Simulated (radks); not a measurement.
The numbers below are computed, except where a source is named.
Eu10+, configuration [Kr] 4d10 4f5 5s2.

Code: a radial shooting solver on a logarithmic mesh with Libxc functionals. Model: scalar-relativistic Kohn-Sham, PBE, spin-polarised, spherical densities, finite nucleus; open shells are filled with parallel spins first (spin-orbit coupling, left out, can overturn this in heavy ions); Fermi nuclear charge, rms radius 5.1115 fm.

Energy parts (eV):
part                      energy
total                 -294315.83
kinetic                315323.57
electron-nucleus      -708529.87
Hartree                105328.87
exchange-correlation    -6438.41

Orbitals (lengths in bohr, moments of r in powers of bohr):
orbital  occ.  eigenvalue (eV)      <r^4>
1s up       1        -48531.53  1.225e-06
1s down     1        -48531.55  1.225e-06
2s up       1        -8109.098  0.0001961
2s down     1        -8109.068  0.0001960
2p up       3        -7243.851  0.0001459
2p down     3        -7243.837  0.0001459
3s up       1        -1914.820   0.007644
3s down     1        -1912.624   0.007618
3p up       3        -1645.434   0.008004
3p down     3        -1643.252   0.007971
3d up       5        -1284.959   0.006424
3d down     5        -1283.287   0.006385
4s up       1        -512.3108     0.1851
4s down     1        -507.2083     0.1852
4p up       3        -423.1335     0.2387
4p down     3        -418.0807     0.2392
4d up       5        -298.5362     0.3561
4d down     5        -293.5328     0.3590
4f up       5        -161.4885     0.8576
4f down     0        -156.6029     0.9076
5s up       1        -187.3587      3.686
5s down     1        -184.1665      3.813

The highest occupied level is 4f up at -161.49 eV. Summed over all electrons, <r^2> = 15.75 bohr^2, which gives a Langevin (diamagnetic) susceptibility term of -12.5 x 10^-6 cm^3/mol. The spin density at the nucleus is -1.37 e/bohr^3 (1s 0.10, 2s -0.76, 3s -13.45, 4s 2.54, 5s 10.21). For comparison, the ionisation energy in NIST's Atomic Spectra Database is 183 eV (theoretical). In exact Kohn-Sham theory the highest level is minus the ionisation energy, but local and semilocal functionals leave it too shallow, through self-interaction and a potential that decays too fast; potentials with the right tail come closer. The electron density at the nucleus is 6.059e+05 e/bohr^3 (large components only). Spin moment in Bohr magnetons: 5.
